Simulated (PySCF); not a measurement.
**Excited states of Al⁺ (aluminium, charge +1)**

Ground state [Ne] 3s2, ¹S. Calculation: PySCF 2.14, in aug-cc-pV(Q+d)Z; no relativity, point nucleus. Vertical excitation energies in eV without spin-orbit coupling; excited terms of each kind are numbered among those the solver found. Frozen: [He] 2s2.

```tsv
term	leading excitation	EOM-EE-CCSD	measured centre of gravity (NIST)
1 3P°	3s → p	4.630	4.651 (3s3p)
1 1P°	3s → p	7.441	7.421 (3s3p)
1 3S	3s → s	11.277	11.317 (3s4s)
1 1S	3s → s	11.790	11.822 (3s4s)
1 3D	3s → d	11.800	11.847 (3s3d)
2 3P°	3s → p	13.053	n/a
2 1P°	3s → p	13.248	n/a
1 1D	3s → d	13.690	n/a
2 3D	3s → d	15.243	n/a
2 1S	3s → s	15.611	n/a
1 3F°	3s → f	15.947	15.302 (3s4f)
1 1F°	3s → f	15.990	15.308 (3s4f)
```

Only the lower part of the computed list is shown. Doubly excited terms such as np² are absent. The solver can miss terms. Rydberg members are limited by the diffuse functions of the basis.
